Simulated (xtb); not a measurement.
xtb input (GFN1-xTB):

```bash
xtb mol.xyz --gfn 1 --sp --chrg 0 --uhf 0
```
mol.xyz:
```
3

Zn     0.00000000     0.00000000     0.00000000
F     -0.00000000    -0.00000000    -1.74052805
F      0.00000000     0.00000000     1.74052805
```

End of the output:

```
         :::::::::::::::::::::::::::::::::::::::::::::::::::::
         ::                     SUMMARY                     ::
         :::::::::::::::::::::::::::::::::::::::::::::::::::::
         :: total energy             -11.084710599547 Eh    ::
         :: gradient norm              0.024221179547 Eh/a0 ::
         :: HOMO-LUMO gap              3.666385175544 eV    ::
         ::.................................................::
         :: SCC energy               -11.089765176717 Eh    ::
         :: -> electrostatic           0.076083847178 Eh    ::
         :: repulsion energy           0.005362736274 Eh    ::
         :: dispersion energy         -0.000308159104 Eh    ::
         :: halogen bond corr.         0.000000000000 Eh    ::
         :: add. restraining           0.000000000000 Eh    ::
         :: total charge               0.000000000000 e     ::
         :::::::::::::::::::::::::::::::::::::::::::::::::::::

           -------------------------------------------------
          |                Property Printout                |
           -------------------------------------------------

    * Orbital Energies and Occupations

         #    Occupation            Energy/Eh            Energy/eV
      -------------------------------------------------------------
         1        2.0000           -0.7900045             -21.4971
         2        2.0000           -0.7723305             -21.0162
         3        2.0000           -0.5274337             -14.3522
         4        2.0000           -0.5032101             -13.6930
         5        2.0000           -0.5032101             -13.6930
         6        2.0000           -0.4929430             -13.4137
         7        2.0000           -0.4928932             -13.4123
         8        2.0000           -0.4928932             -13.4123 (HOMO)
         9                         -0.3581560              -9.7459 (LUMO)
        10                         -0.2090412              -5.6883
        11                         -0.2090412              -5.6883
        12                          0.0412966               1.1237
      -------------------------------------------------------------
                  HL-Gap            0.1347372 Eh            3.6664 eV
             Fermi-level           -0.4255246 Eh          -11.5791 eV

  Mulliken/CM5 charges         n(s)   n(p)   n(d)
     1Zn    0.79156  0.93730   0.698  0.511  0.000
     2F    -0.39578 -0.46865   1.847  5.549  0.000
     3F    -0.39578 -0.46865   1.847  5.549  0.000

Wiberg/Mayer (AO) data.
largest (>0.10) Wiberg bond orders for each atom

 ---------------------------------------------------------------------------
     #   Z sym  total        # sym  WBO       # sym  WBO       # sym  WBO
 ---------------------------------------------------------------------------
Note: The following floating-point exceptions are signalling: IEEE_DENORMAL
normal termination of xtb
     1  30 Zn   1.838 --     3 F    0.919     2 F    0.919
     2   9 F    1.046 --     1 Zn   0.919     3 F    0.127
     3   9 F    1.046 --     1 Zn   0.919     2 F    0.127
 ---------------------------------------------------------------------------

Topologies differ in total number of bonds
Writing topology from bond orders to xtbtopo.mol

 dipole moment from electron density (au)
     X       Y       Z
   0.0000  -0.0000  -0.0000  total (Debye):    0.000

           -------------------------------------------------
          | TOTAL ENERGY              -11.084710599547 Eh   |
          | GRADIENT NORM               0.024221179547 Eh/α |
          | HOMO-LUMO GAP               3.666385175544 eV   |
           -------------------------------------------------

------------------------------------------------------------------------
------------------------------------------------------------------------
 total:
 SCF:
```
